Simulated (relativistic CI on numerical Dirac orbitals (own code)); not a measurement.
Method of calculation: Dirac-Coulomb-Breit CI, KLI orbitals optimised for each configuration, a model potential for QED, unscaled Slater integrals (own radial code, finite nucleus).

The strongest absorption lines from the ground level of an ion, among the configurations computed and to levels below about 2170 eV (vacuum wavelength in Å, gf): 7.8783 (0.72), 8.3707 (1.7), 8.4351 (0.0092), 8.8347 (0.11), 9.5054 (0.26), 40.072 (0.99), 54.311 (0.37), 70.989 (0.0012).

**Question.** Which ion is it?
A. La XLII
B. Sb XXXIV
C. La XL
D. La XXXVIII

**Answer.** C. La XL has 18 electrons and the ground level 3s²3p⁶ ¹S0; the strongest line goes to 3s²3p⁵4d ¹P°1. The pattern of lines fixes the number of electrons, and along that sequence the line energies rise steadily with the charge (about as its square where n changes within one kind of shell, about linearly where n is kept but much faster in heavy ions where fine structure, which grows about as Z⁴, sets the gap, and irregularly where shells cross), which fixes Z. Configurations outside the model, such as inner-shell arrays, can give stronger lines. At this charge energies of transitions that change n are usually good to better than 1 %, and those within a shell (Δn = 0) to a few per cent.

LS names give the leading component of a level, which can be under half, so a name can repeat, a term be missing and a line seem to break the LS rules.
